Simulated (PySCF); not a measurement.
Two-photon absorption: p-cymene (SMILES Cc1ccc(C(C)C)cc1)

Molfile (atoms numbered from 1):
```
C10H14
     RDKit          3D

 24 24  0  0  0  0  0  0  0  0999 V2000
    3.6733    0.1597   -0.4242 C   0  0  0  0  0  0  0  0  0  0  0  0
    2.1790    0.1456   -0.2758 C   0  0  0  0  0  0  0  0  0  0  0  0
    1.3419   -0.1290   -1.3643 C   0  0  0  0  0  0  0  0  0  0  0  0
   -0.0433   -0.1115   -1.2340 C   0  0  0  0  0  0  0  0  0  0  0  0
   -0.6520    0.1795   -0.0068 C   0  0  0  0  0  0  0  0  0  0  0  0
   -2.1588    0.1974    0.1429 C   0  0  0  0  0  0  0  0  0  0  0  0
   -2.7990    1.2805   -0.7251 C   0  0  0  0  0  0  0  0  0  0  0  0
   -2.7710   -1.1749   -0.1366 C   0  0  0  0  0  0  0  0  0  0  0  0
    0.1831    0.4498    1.0805 C   0  0  0  0  0  0  0  0  0  0  0  0
    1.5706    0.4324    0.9496 C   0  0  0  0  0  0  0  0  0  0  0  0
    4.0082   -0.5403   -1.2036 H   0  0  0  0  0  0  0  0  0  0  0  0
    4.0337    1.1623   -0.7100 H   0  0  0  0  0  0  0  0  0  0  0  0
    4.1755   -0.1105    0.5161 H   0  0  0  0  0  0  0  0  0  0  0  0
    1.7867   -0.3639   -2.3356 H   0  0  0  0  0  0  0  0  0  0  0  0
   -0.6615   -0.3336   -2.1082 H   0  0  0  0  0  0  0  0  0  0  0  0
   -2.3697    0.4475    1.1969 H   0  0  0  0  0  0  0  0  0  0  0  0
   -2.6379    1.0792   -1.7963 H   0  0  0  0  0  0  0  0  0  0  0  0
   -2.3738    2.2710   -0.5052 H   0  0  0  0  0  0  0  0  0  0  0  0
   -3.8864    1.3275   -0.5564 H   0  0  0  0  0  0  0  0  0  0  0  0
   -2.6102   -1.4771   -1.1838 H   0  0  0  0  0  0  0  0  0  0  0  0
   -3.8577   -1.1641    0.0421 H   0  0  0  0  0  0  0  0  0  0  0  0
   -2.3247   -1.9490    0.5052 H   0  0  0  0  0  0  0  0  0  0  0  0
   -0.2634    0.6754    2.0534 H   0  0  0  0  0  0  0  0  0  0  0  0
    2.1949    0.6447    1.8222 H   0  0  0  0  0  0  0  0  0  0  0  0
  1  2  1  0
  2  3  1  0
  3  4  2  0
  4  5  1  0
  5  6  1  0
  6  7  1  0
  6  8  1  0
  5  9  2  0
  9 10  1  0
 10  2  2  0
  1 11  1  0
  1 12  1  0
  1 13  1  0
  3 14  1  0
  4 15  1  0
  6 16  1  0
  7 17  1  0
  7 18  1  0
  7 19  1  0
  8 20  1  0
  8 21  1  0
  8 22  1  0
  9 23  1  0
 10 24  1  0
M  END
```

Computed, not measured: PySCF, TDDFT CAM-B3LYP/def2-SVPD excited states, vertical, gas phase. Geometry: PBE0-D3(BJ)/def2-SVP.

Task: Give the one- and two-photon strengths of the lowest singlets.

Result: δ for parallel linear polarisation; σ at the peak of a Lorentzian of half width 0.1 eV, single beam; Ω is circular over linear.
| state | E (eV) | f | photon λ (nm) | δ (au) | σ (GM) | Ω | main |
| --- | --- | --- | --- | --- | --- | --- | --- |
| S1 | 5.29 | 0.006 | 469 | 0.59 | 0.01 | 0.40 | HOMO→LUMO 0.64, HOMO−1→LUMO+1 0.29 |
| S2 | 5.96 | 0.064 | 416 | 0.28 | 0.00 | 1.40 | HOMO→LUMO+1 0.62, HOMO−1→LUMO 0.31 |
| S3 | 6.68 | 0.002 | 371 | 2.69 | 0.04 | 1.50 | HOMO→LUMO+2 0.83, HOMO→LUMO+3 0.09 |
| S4 | 6.87 | 0.386 | 361 | 0.17 | 0.00 | 0.20 | HOMO−1→LUMO+1 0.63, HOMO→LUMO 0.28 |
| S5 | 6.88 | 0.930 | 360 | 0.56 | 0.01 | 1.49 | HOMO−1→LUMO 0.62, HOMO→LUMO+1 0.29 |
| S6 | 7.10 | 0.000 | 349 | 48.3 | 0.89 | 1.50 | HOMO−1→LUMO+2 0.81, HOMO−1→LUMO+6 0.09 |

Among these, the strongest one-photon state is S5, the strongest two-photon state S6, with a dipole change of 0.5 D (relaxed, norm of the difference vector).
